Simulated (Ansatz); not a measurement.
Input for Ansatz (a quantum-chemistry and plane-wave program): R-revPBE/def2-TZVPPD on aminoborane (SMILES BN) with ghost functions. Files ending in .json are basis or fitting sets from the Basis Set Exchange.

Ansatz 0.2 input:
```yaml
crystal:
  periodic: [false, false, false]
  atoms:
    - {symbol: B, position_ang: [-0.78388361, 0.35517790, -0.29068245]}
    - {symbol: N, position_ang: [0.43002975, -0.19947620, 0.07791599]}
    - {symbol: H, position_ang: [-1.08857184, 0.40512841, -1.44202996]}
    - {symbol: H, position_ang: [-1.50935764, 0.78107427, 0.56006377]}
    - {symbol: H, position_ang: [0.73146079, -0.26955490, 1.03818603]}
    - {symbol: H, position_ang: [1.08551818, -0.57989317, -0.58494941]}
basis:
  gaussian:
    orbitals: def2-TZVPPD.json
    ghost_atoms:
      - {symbol: B, position_ang: [0.23903497, -0.70673687, 3.99657371]}
      - {symbol: N, position_ang: [-0.02322380, 0.45598006, 3.28288547]}
      - {symbol: H, position_ang: [-0.47201678, -1.65115509, 3.84272471]}
      - {symbol: H, position_ang: [1.17865095, -0.73542511, 4.73053208]}
      - {symbol: H, position_ang: [0.51971914, 1.29865772, 3.38316848]}
      - {symbol: H, position_ang: [-0.81313720, 0.56572935, 2.66528053]}
hamiltonian:
  xc: {name: revPBE}
scf: {lower_state_search: off}
```

The head of its log:

```
Functional definition: revPBE
[...]
these checks for a lower state are left out or cut short: stability, starts, cluster_reference, orbital_swaps, neighbouring_geometries, increment
integrals: 0.17 GiB planned
1106 factors; their error is unknown
mean field: 1.44 GiB planned
mean field evaluation 1: about -2224.4534 eV, gradient 6.4e1 eV
mean field evaluation 2: about -2201.4800 eV, gradient 1.1e2 eV
```

Problem. Give the final energy of this run.

Solution. -82.0454 hartree.
